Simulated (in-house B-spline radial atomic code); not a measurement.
# Ionising Cr7+ with different functionals

Computed with an all-electron radial atomic-structure program (B-spline basis): four-component Dirac-Coulomb Hamiltonian, Fermi nucleus of rms radius 3.6452 fm, spin-restricted, spherical fractional occupations for the functionals. The ionisation energy is the difference of two self-consistent energies, [Ne] 3s2 3p5 → [Ne] 3s2 3p4, without Breit or QED terms; ε is the level of the shell that loses the electron (mean over j). The electron is taken from both j subshells in proportion to 2j + 1, so the result is a j average, not the step between ground levels.

Hybrids are left out here: with spherical fractional occupations of an open shell their exact exchange keeps a self-interaction that integer-occupation calculations don't have.

```csv
method,rung,ΔSCF (eV),-ε(3p) (eV)
LDA VWN5,LDA,186.47,173.57
relativistic LDA,LDA,186.41,173.52
LDA PW92,LDA,186.46,173.56
LDA exchange-only,LDA,184.43,171.54
PBE,GGA,186.49,173.61
PBEsol,GGA,186.35,173.46
BLYP,GGA,186.35,173.45
RPBE,GGA,186.49,173.61
PW91,GGA,186.64,173.75
BP86,GGA,186.60,173.71
AM05,GGA,186.32,173.43
OLYP,GGA,186.98,174.09
```

Q: How do they compare with the NIST value?

A: NIST lists 184.8 eV ± 0.15 (semi-empirical, ground level to ground level). Errors run from -0.33 to +2.22 eV. The correlated functionals all miss on the same side by more than they spread, so the cause is common to them (Breit-QED terms, spin polarisation, the choice among j levels, multiplet and fine-structure energies, or a listed next ion that isn't the cheapest removal here) and closeness doesn't rank the functionals.
